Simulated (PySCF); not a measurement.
**Correlation energy of N²⁺ (nitrogen, charge +2)**

[He] 2s2 3s1, 2S determinant (an excited configuration). Calculation: PySCF 2.14, in aug-cc-pVQZ (6s5p4d3f2g, 80 functions); the non-relativistic Hamiltonian (point nucleus). Frozen: 1s2; 3 electrons correlated.

MP2 pair energies summed by pair of shells (mhartree):

```
 pair  energy  share (%)
2s-2s  -51.80       76.6
2s-3s  -15.79       23.4
```

Total MP2 correlation energy: -67.59 mhartree.

Same-spin part -4.49 and opposite-spin part -63.10 mhartree; SCS-MP2 scales them by 1/3 and 6/5 to -77.21 mhartree.
